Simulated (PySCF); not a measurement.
H3O3Si, SMILES O[Si](O)O, multiplicity 2. Atoms are numbered in the order given.

```xyz
7

O     -1.5624    -0.1116    -0.2315
Si     0.0000     0.0000     0.3774
O      0.6845     1.4089    -0.2315
O      0.8779    -1.2972    -0.2315
H     -2.1587     0.5882     0.0909
H      1.5888     1.5754     0.0909
H      0.5700    -2.1636     0.0909
```
Charge 0, spin multiplicity 2.

Coordinates come from a PBE-D3(BJ)/def2-SVP optimisation. The isomer is the one that the SMILES or the coordinates give; other isomers of the formula were not compared. Other conformers were not sampled.

Computed with M06-2X/def2-TZVPD run with PySCF.

Mulliken values depend strongly on the basis, most of all with diffuse functions as here. ESP charges are fitted to the potential on shells at 1.4 to 2.0 van der Waals radii. Atomic charges (e):

```json
[
 {"atom": "O1", "Mulliken": "-0.51", "ESP fit": "-0.46", "meta-Löwdin": "…", "Mulliken spin": "0.02"},
 {"atom": "Si2", "Mulliken": "0.45", "ESP fit": "0.21", "meta-Löwdin": "…", "Mulliken spin": "0.94"},
 {"atom": "O3", "Mulliken": "-0.51", "ESP fit": "-0.47", "meta-Löwdin": "…", "Mulliken spin": "0.02"},
 {"atom": "O4", "Mulliken": "-0.51", "ESP fit": "-0.46", "meta-Löwdin": "…", "Mulliken spin": "0.02"},
 {"atom": "H5", "Mulliken": "0.36", "ESP fit": "0.39", "meta-Löwdin": "…", "Mulliken spin": "0.00"},
 {"atom": "H6", "Mulliken": "0.36", "ESP fit": "0.39", "meta-Löwdin": "…", "Mulliken spin": "0.00"},
 {"atom": "H7", "Mulliken": "0.36", "ESP fit": "0.39", "meta-Löwdin": "…", "Mulliken spin": "0.00"}
]
```

### Question
Some entries are withheld; supply them. (The exact figures need the calculation; the answer reports its results.)

### Answer

- O1, meta-Löwdin: -0.76
- Si2, meta-Löwdin: 1.21
- O3, meta-Löwdin: -0.76
- O4, meta-Löwdin: -0.76
- H5, meta-Löwdin: 0.35
- H6, meta-Löwdin: 0.35
- H7, meta-Löwdin: 0.35
